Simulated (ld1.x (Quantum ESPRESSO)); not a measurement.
Before and after: TM potential for B (Z = 5)

```
Element                 : B (Z = 5)
Generator               : ld1.x (Quantum ESPRESSO) 7.5
Type                    : norm-conserving Troullier–Martins (Kleinman–Bylander form)
Functional              : PBE
Relativity              : scalar-relativistic
Frozen core             : [He]
Valence charge          : 3
Reference configuration : 2s2 2p1
Partial waves           : 2s (bound): rc 1.05 bohr; 2p (bound): rc 2.15 bohr
Local potential         : all-electron potential smoothed inside 1.80 bohr (lloc = -2)
Core correction         : none
```

All-electron outer shells of the reference configuration (PBE, scalar-relativistic, ld1.x):

```tsv
shell	level (eV)	outermost node (bohr)	outermost maximum (bohr)
1s	-180.59	–	0.21
2s	-9.44	0.46	1.52
2p	-3.61	–	1.57
```

Change: local potential all-electron potential smoothed inside 2.40 bohr (lloc = -2).

Cutoffs: the cutoffs (Ry, on a coarse ladder) from which the occupation-weighted sum of valence levels, in a spherical-Bessel basis at the reference potential, stays within 10 and 1 mRy of its value at 400 Ry; they do not see the model core or the augmentation charge, which bear on the density cutoff. Errors are all-electron minus pseudo energies relative to the spin-unpolarised reference configuration.

Predict the effect on cutoff, ghosts and configuration errors.

The potential gets neither clearly harder nor softer (45 Ry and 110 Ry → 45 Ry and 110 Ry); of the 7 tests that both files solve, the error grows in 3 and shrinks in 1 by more than 15 % and 0.3 meV (median size 11.9 → 8.5 meV); neither file shows a bound ghost.

| quantity | base | changed |
| --- | --- | --- |
| cutoff, loose | 45 Ry | 45 Ry |
| cutoff, tight | 110 Ry | 110 Ry |
| bound ghosts | none | none |
| error for 2s2 2p0, meV [ΔE 8.22 eV] | +33 | +48 |
| error for 2s1 2p0, meV [ΔE 33.64 eV] | +122 | +180 |
| error for 2s2 2p0.5, meV [ΔE 2.89 eV] | +4.0 | +6.2 |
| error for 2s0 2p3, meV [ΔE 11.72 eV] | +25 | +25 |
| error for 2s2 2p1.3, meV [ΔE -0.74 eV] | +0.3 | +0.5 |
| error for 2s1 2p2, meV [ΔE 5.85 eV] | +8.4 | +8.3 |
| error for 2s1 2p1, meV [ΔE 14.36 eV] | -12 | -8.5 |
